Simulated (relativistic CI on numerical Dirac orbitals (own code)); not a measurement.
**One change at a time: Br IV**

Base calculation: Dirac-Coulomb-Breit CI, separate exchange-only KLI orbitals for each configuration, model QED, valence Slater integrals scaled by 0.85, P86 correlation energy added to each configuration.

Configuration list (outside the closed core [Ar] 3d10): 4s2 4p2, 4s 4p3, 4s2 4p 4d, 4p4, 4s2 4p 4f, 4s 4p2 4d, 4s2 4p 5s, 4s2 4p 5p, 4s 4p2 4f, 4s2 4p 5d, 4s2 4p 6s, 4s2 4p 6p, 4s2 4p 5f, 4s 4p2 5s, 4s2 4p 6d, 4s2 4p 5g, 4s2 4p 7s, 4s2 4p 7p, 4p3 4d, 4s2 4p 6f, 4s2 4d 4f, 4s 4p2 5p, 4s 4p 4d2, 4s 4p2 5d, 4s 4p2 6s, 4s 4p2 6p, 4p3 4f, 4s 4p 5p2, 4s2 4d2, 4s 4d3, 4s2 4f2, 4s 4d 4f2, 4p2 4d2, 4p 4d3, 4p 4d2 4f, 4p 4d2 5s, 4p 4d2 5p, 4s2 4d 5s, 4s 4d2 5s, 4p2 4f2, 4p 4d 4f2, 4p 4f3, 4p 4f2 5s, 4p 4f2 5p, 4s 4p 5s 5p, 4s 4d 5s 5p, 4s 4f 5s 5p, 4p 4d 5s 5p, 4s 5s2 5p, 4s 5s 5p2, 4s2 5s2, 4s 4d 5s2, 4s 4p 4d 4f, 4s 4d2 4f, 4s 4d 4f 5s, 4s 4d 4f 5p. Double excitations out of closed p, d and f shells are left out; levels of such configurations are missing from the list, as are those of other unlisted configurations, and high levels can miss mixing partners. These lack a partner that the ground configuration has and come out too high: 4s 4p2 5p, 4s 4p2 5d, 4s 4p2 6s, 4s 4p2 6p, 4s 4p2 4f.

Variants: (1) valence Slater integrals scaled by 0.75; (2) self-excluded LDA correlation estimate; (3) Breit term removed; (4) only the first 3 configurations. Shifts of the energy above 4s2 4p2 3P_0, in cm⁻¹, for the lowest level and the first level of each name with at least 55 % of one term (blank where a level changes its place among those of its configuration and J or its character, or is not in the variant):

```tsv
Level	Base	Δ(1)	Δ(2)	Δ(3)	Δ(4)
4s2 4p2 3P_0	0.0	0.0	0.0	0.0	0.0
4s2 4p2 3P_1	2547.2	+97.4	+0.2	+65.6	+27.1
4s2 4p2 3P_2	5471.5	+28.7	+0.5	+117.2	+155.0
4s2 4p2 1D_2	16153.6	-1041.2	-1.5	+140.6	+878.0
4s2 4p2 1S_0	32405.5	-2728.0	+4.7	+155.0	+2788.0
4s 4p3 5S°_2	82550.5	+4014.6	+250.4	+63.7	-6402.0
4s 4p3 3D°_1	111616.8	+1350.0	+278.9	+87.3	-3555.2
4s 4p3 3D°_2	111724.9	+1322.8	+278.7	+90.0	-3568.6
4s 4p3 3D°_3	112583.8	+1363.3	+278.5	+125.4	-3554.4
4s 4p3 3P°_0	126522.1	-307.5	+280.9	+118.8	-3345.7
4s 4p3 3P°_1	126761.2	-272.8	+281.3	+133.3	-3336.5
4s 4p3 3P°_2	127007.7	-188.9	+283.4	+145.3	-3318.1
4s2 4p 4d 3F°_2	160023.1	+395.5	+404.1	+194.2	-1269.3
4s2 4p 4d 3F°_3	161859.8	+422.4	+405.3	+239.6	-1218.6
```

For a near-neutral ion this model can misplace configurations by up to about 10,000 cm⁻¹ (more where the count of f electrons changes) and terms by 10 to 25 % of their spread. Rates follow the energies as ν³ (E1, M1) or ν⁵ (E2), so they and the lifetimes can be off by large factors. The fine structure of a lone outer electron comes out too small, for d and f at times inverted, and misplaced configurations move strength between like terms.

Ionisation energy from the two ground configurations alone: base 47.23 eV; valence Slater integrals scaled by 0.75 47.15 eV; self-excluded LDA correlation estimate 47.52 eV; Breit term removed 47.25 eV. The NIST ASD value (measured) is 47.782 eV.

LS names give the leading component of a level, which can be under half, so a name can repeat, a term be missing and a line seem to break the LS rules.
